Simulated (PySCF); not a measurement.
PySCF input file for C4H8NO, SMILES [CH2]C(=O)N(C)C, multiplicity 2, r2SCAN-D4/def2-SVP. Geometry: r2SCAN-D4/def2-SVP. The isomer is the one that the SMILES or the coordinates give; other isomers of the formula were not compared.

```python
import numpy as np
from pyscf import gto, scf, dft, df
from pyscf.hessian import thermo

mol = gto.M(
    atom='''
    C     1.69118283   -0.94940101   -0.19254994
    C     0.78802000    0.15518398    0.12579465
    O     1.23562398    1.19345349    0.61807452
    N    -0.56474151   -0.01596270   -0.11302427
    C    -1.48533376    0.99812352    0.35238028
    C    -1.14973626   -1.20120836   -0.69750938
    H     1.37820640   -1.97711681   -0.38476783
    H     2.75613071   -0.72556694   -0.11340428
    H    -2.10928834    1.37184411   -0.47848352
    H    -2.15795517    0.59705666    1.13330881
    H    -0.89958745    1.82561030    0.77056345
    H    -0.45265286   -1.68890927   -1.39097533
    H    -1.47167963   -1.94062037    0.06197282
    H    -2.03977185   -0.91437541   -1.28033421
    ''',
    basis='def2-SVP',
    charge=0,
    spin=1,
    max_memory=1600,
    verbose=3,
)
mf = dft.UKS(mol, xc='r2scan').density_fit(auxbasis='def2-universal-jkfit')
mf.disp = 'd4'
mf.grids.level = 4
mf.conv_tol = 1e-11
mf.max_cycle = 100
mf.kernel()
fine, coarse = mf.grids, dft.Grids(mol).set(level=1).build(with_non0tab=True)
for _ in range(3):  # follow internal instabilities
    mf.grids = coarse
    mo, _, stable, _ = mf.stability(return_status=True, nroots=4)
    mf.grids = fine
    if stable:
        break
    mf.kernel(mf.make_rdm1(mo, mf.mo_occ))

# [left out here: the lines that compute and print the analytic Hessian (its translational invariance restored by hand, since the grid's response is missing), thermochemistry and intensities]
```

Log of the run:

```
[...]
Normal mode                   x     y     z       x     y     z       x     y     z
       0   C                 0.01  0.00  0.00    0.02 -0.03 -0.01   -0.00 -0.00 -0.00
       1   C                 0.04 -0.01 -0.00    0.08 -0.04 -0.01    0.04 -0.00  0.00
       2   O                -0.03 -0.03 -0.02    0.01  0.03  0.01   -0.00  0.00  0.00
       3   N                 0.01  0.19  0.09   -0.12  0.01 -0.00   -0.06 -0.03 -0.02
       4   C                 0.02 -0.09 -0.04    0.04  0.02  0.01    0.08 -0.07 -0.03
       5   C                -0.02 -0.09 -0.03    0.07  0.03  0.02    0.03  0.00 -0.00
       6   H                -0.08  0.03  0.00   -0.28  0.06  0.02   -0.02  0.00  0.00
       7   H                -0.01  0.07  0.01   -0.07  0.35  0.07   -0.02  0.05  0.01
       8   H                 0.07  0.13  0.01   -0.11 -0.27 -0.01   -0.14  0.27  0.26
       9   H                 0.06  0.09  0.09   -0.10 -0.14 -0.19   -0.12  0.39  0.05
      10   H                 0.03 -0.09 -0.05    0.14 -0.05  0.01   -0.53  0.27  0.14
      11   H                -0.07 -0.07 -0.09   -0.20 -0.08 -0.18    0.04  0.07 -0.03
      12   H                -0.11 -0.06 -0.05   -0.23  0.05 -0.07   -0.08  0.12  0.07
      13   H                -0.00 -0.00 -0.01   -0.03 -0.21  0.02   -0.01  0.07  0.09
Mode                                21                  22                  23
Irrep
Freq [cm^-1]                     1436.9140           1443.6278           1467.5955
Reduced mass [au]                   1.2125              1.3754              1.0499
Force const [Dyne/A]                1.4750              1.6889              1.3323
Char temp [K]                    2067.3993           2077.0590           2111.5432
Normal mode                   x     y     z       x     y     z       x     y     z
       0   C                -0.05  0.05  0.01    0.06 -0.06 -0.01    0.01 -0.01 -0.00
       1   C                 0.03  0.00  0.00   -0.09  0.04  0.01    0.01 -0.01 -0.00
       2   O                -0.01 -0.01 -0.01    0.01 -0.00  0.00    0.00  0.01  0.00
       3   N                -0.02  0.01  0.00    0.04 -0.02 -0.00   -0.02  0.00 -0.01
       4   C                 0.01 -0.01 -0.00   -0.01 -0.02 -0.00   -0.01 -0.01  0.02
       5   C                 0.04  0.07  0.03   -0.00  0.05  0.03    0.01  0.02 -0.04
       6   H                 0.39 -0.09  0.00   -0.35  0.06  0.00   -0.13  0.03 -0.00
       7   H                 0.04 -0.35 -0.07   -0.01  0.30  0.06   -0.02  0.11  0.02
       8   H                 0.03  0.04  0.01    0.21  0.21 -0.06    0.14  0.20 -0.01
       9   H                 0.02  0.03  0.02    0.19  0.02  0.17    0.06 -0.21 -0.04
      10   H                -0.07  0.04  0.01   -0.21  0.12 -0.01   -0.04  0.15 -0.26
      11   H                -0.28 -0.33 -0.02   -0.26 -0.19 -0.07    0.29 -0.21  0.42
      12   H                -0.11 -0.26 -0.33    0.13 -0.17 -0.12   -0.10 -0.20 -0.26
      13   H                -0.06 -0.35 -0.04    0.10 -0.19 -0.24   -0.26  0.14  0.46
Mode                                24                  25                  26
Irrep
Freq [cm^-1]                     1468.3566           1475.0632           1514.6596
Reduced mass [au]                   1.0477              1.0509              1.3994
Force const [Dyne/A]                1.3309              1.3473              1.8916
Char temp [K]                    2112.6383           2122.2875           2179.2579
Normal mode                   x     y     z       x     y     z       x     y     z
       0   C                -0.00  0.00  0.00   -0.01  0.01  0.00    0.02 -0.02 -0.00
       1   C                 0.00 -0.01 -0.00    0.02 -0.01 -0.00   -0.07  0.05  0.01
       2   O                 0.00  0.01  0.00   -0.00  0.00  0.00   -0.00 -0.02 -0.01
       3   N                -0.00 -0.01 -0.01   -0.01 -0.02  0.01    0.11 -0.00  0.01
       4   C                -0.04  0.01 -0.02   -0.02 -0.01  0.03    0.00 -0.00  0.00
       5   C                 0.03 -0.01 -0.01    0.02 -0.02  0.01    0.00  0.01  0.00
       6   H                 0.01 -0.00 -0.01    0.10 -0.02  0.00   -0.09  0.01 -0.01
       7   H                -0.00 -0.01 -0.00    0.01 -0.08 -0.02    0.01  0.04  0.01
       8   H                 0.29 -0.12 -0.30    0.21  0.36  0.02   -0.29  0.01  0.22
       9   H                 0.35  0.09  0.35    0.09 -0.36 -0.08   -0.29  0.15 -0.16
      10   H                -0.13 -0.10  0.35   -0.03  0.26 -0.47    0.13 -0.06 -0.06
      11   H                 0.14  0.23 -0.05   -0.05  0.28 -0.26    0.09  0.18 -0.01
      12   H                -0.38  0.15 -0.01   -0.20  0.24  0.16   -0.36  0.02 -0.13
      13   H                -0.19 -0.22  0.19    0.02 -0.18 -0.09   -0.21 -0.38  0.12
Mode                                27                  28                  29
Irrep
Freq [cm^-1]                     1684.5523           2990.7588           3002.1529
Reduced mass [au]                   9.9597              1.0462              1.0407
Force const [Dyne/A]               16.6520              5.5134              5.5262
Char temp [K]                    2423.6957           4303.0360           4319.4295
Normal mode                   x     y     z       x     y     z       x     y     z
       0   C                 0.00  0.02  0.00   -0.00 -0.00 -0.00    0.00 -0.00 -0.00
       1   C                -0.09 -0.19 -0.09   -0.00  0.00 -0.00   -0.00 -0.00 -0.00
       2   O                 0.05  0.12  0.05    0.00  0.00  0.00    0.00  0.00  0.00
       3   N                 0.03  0.03  0.01    0.00  0.00  0.00    0.00 -0.00  0.00
       4   C                -0.00 -0.01 -0.01   -0.01  0.00  0.00    0.05 -0.01 -0.02
       5   C                 0.00 -0.00  0.00    0.03  0.04 -0.02    0.01  0.02 -0.01
       6   H                -0.00  0.02  0.00    0.00  0.01 -0.00    0.00  0.00  0.00
       7   H                 0.02 -0.09 -0.02   -0.00 -0.00 -0.00   -0.00 -0.00 -0.00
       8   H                -0.04  0.05  0.05    0.10 -0.06  0.14   -0.29  0.18 -0.41
       9   H                -0.04  0.06 -0.00    0.13  0.09 -0.16   -0.42 -0.26  0.50
      10   H                -0.03  0.00 -0.01   -0.05 -0.07 -0.04    0.15  0.22  0.11
      11   H                -0.01 -0.01 -0.01    0.17 -0.11 -0.18    0.05 -0.04 -0.06
      12   H                -0.03 -0.02 -0.03   -0.23 -0.54  0.58   -0.08 -0.18  0.19
      13   H                -0.00 -0.04 -0.00   -0.26  0.10 -0.19   -0.07  0.02 -0.05
Mode                                30                  31                  32
Irrep
Freq [cm^-1]                     3074.2388           3089.1823           3155.3810
Reduced mass [au]                   1.1036              1.0942              1.0935
Force const [Dyne/A]                6.1453              6.1523              6.4148
Char temp [K]                    4423.1451           4444.6456           4539.8907
Normal mode                   x     y     z       x     y     z       x     y     z
       0   C                 0.00  0.00  0.00   -0.00  0.00  0.00    0.01 -0.02 -0.00
       1   C                 0.00  0.00 -0.00    0.00  0.00 -0.00   -0.00  0.00  0.00
       2   O                 0.00 -0.00  0.00   -0.00 -0.00 -0.00    0.00 -0.00  0.00
       3   N                -0.00 -0.00  0.00   -0.00  0.00  0.00   -0.00 -0.00 -0.00
       4   C                -0.00  0.04 -0.08   -0.00 -0.01  0.01   -0.00 -0.00 -0.00
       5   C                -0.01  0.00 -0.01   -0.03  0.03 -0.07   -0.07  0.03  0.03
       6   H                -0.00 -0.00 -0.00   -0.00 -0.02 -0.00    0.09  0.29  0.05
       7   H                 0.00  0.00  0.00    0.01  0.00  0.00   -0.23 -0.05 -0.02
       8   H                 0.42 -0.24  0.56   -0.06  0.03 -0.08    0.00 -0.00  0.01
       9   H                -0.36 -0.22  0.40    0.06  0.04 -0.07    0.01  0.00 -0.01
      10   H                -0.04 -0.05 -0.04    0.00  0.00  0.01    0.02  0.02  0.01
      11   H                -0.03  0.02  0.03   -0.18  0.13  0.16    0.51 -0.35 -0.50
      12   H                -0.02 -0.03  0.03   -0.12 -0.26  0.27    0.02  0.08 -0.08
      13   H                 0.11 -0.03  0.07    0.66 -0.22  0.42    0.26 -0.09  0.18
Mode                                33                  34                  35
Irrep
Freq [cm^-1]                     3169.4505           3180.3858           3295.0013
Reduced mass [au]                   1.0599              1.0992              1.1199
Force const [Dyne/A]                6.2732              6.5507              7.1638
Char temp [K]                    4560.1335           4575.8671           4740.7732
Normal mode                   x     y     z       x     y     z       x     y     z
       0   C                -0.03  0.04  0.01   -0.00  0.00  0.00    0.07  0.06  0.01
       1   C                 0.00 -0.00 -0.00    0.00 -0.00 -0.00    0.00  0.00  0.00
       2   O                -0.00 -0.00 -0.00   -0.00  0.00  0.00   -0.00 -0.00 -0.00
       3   N                -0.00  0.00  0.00   -0.00 -0.00 -0.00   -0.00  0.00 -0.00
       4   C                 0.00  0.00  0.00   -0.06 -0.06 -0.03   -0.00 -0.00  0.00
       5   C                -0.03  0.01  0.02    0.00 -0.00 -0.00   -0.00  0.00  0.00
       6   H                -0.20 -0.62 -0.12   -0.01 -0.02 -0.00   -0.18 -0.57 -0.11
       7   H                 0.58  0.13  0.04    0.02  0.00  0.00   -0.70 -0.14 -0.05
       8   H                -0.00  0.00 -0.00    0.12 -0.08  0.17   -0.00  0.00 -0.00
       9   H                -0.00 -0.00  0.00    0.10  0.07 -0.13   -0.00 -0.00  0.00
      10   H                -0.01 -0.01 -0.01    0.47  0.69  0.35    0.00  0.00  0.00
      11   H                 0.23 -0.16 -0.22   -0.01  0.01  0.01    0.02 -0.02 -0.02
      12   H                 0.01  0.04 -0.04   -0.00 -0.00  0.00    0.00  0.00 -0.00
      13   H                 0.10 -0.03  0.07   -0.01  0.00 -0.00    0.00 -0.00  0.00
temperature 298.1500 [K]
pressure 101325.00 [Pa]
Rotational constants [GHz] 5.10530 3.50350 2.13931
Symmetry number 1
Zero-point energy (ZPE) 0.11566 [Eh]   303678.075 [J/mol]
                           tot       elec      trans        rot        vib
Entropy [J/mol/K]       358.319      5.763    164.316    111.011     77.229
Cv [J/mol/K]            108.674      0.000     12.472     12.472     83.731
Cp [J/mol/K]            116.989      0.000     20.786     12.472     83.731
Internal energy [J/mol]                      3718.434   3718.434 316343.951
Internal energy [Eh]   -286.66974  -286.79306
Enthalpy [J/mol]                             6197.391   3718.434 316343.951
Enthalpy [Eh]          -286.66880
Gibbs free energy [J/mol]                  -42793.300 -29379.511 293318.052
Gibbs free energy [Eh] -286.70949
mode   freq/cm-1   IR/(km/mol)
   1       80.08         0.565
   2      113.15         1.682
   3      145.81         1.326
   4      210.64         4.539
   5      246.94         3.485
   6      345.05         5.456
   7      418.35         1.235
   8      460.83         8.753
   9      589.50         6.862
  10      603.43         8.407
  11      734.28        31.678
  12      755.88         4.907
  13      979.27        16.980
  14     1014.56        43.556
  15     1067.19         4.149
  16     1107.24         2.221
  17     1152.64         4.935
  18     1211.35        45.785
  19     1305.85        24.455
  20     1384.56        30.519
  21     1397.11        23.754
  22     1436.91        29.704
  23     1443.63        46.806
  24     1467.60         8.187
  25     1468.36        12.436
  26     1475.06        14.024
  27     1514.66        54.850
  28     1684.55       203.058
  29     2990.76        55.209
  30     3002.15        74.328
  31     3074.24        42.297
  32     3089.18        17.582
  33     3155.38         4.825
  34     3169.45         7.663
  35     3180.39         1.133
  36     3295.00         2.121
max |gradient| / (hartree/bohr): 0.00021795929638871413
APT charges: [-0.075   0.8484 -0.7096 -0.6602  0.2453  0.3176  0.0325  0.0549 -0.0357
 -0.039   0.0786  0.0098 -0.0579 -0.0138]
```

The calculation finished and met its thresholds.

Cost: very roughly 30 core-minutes.
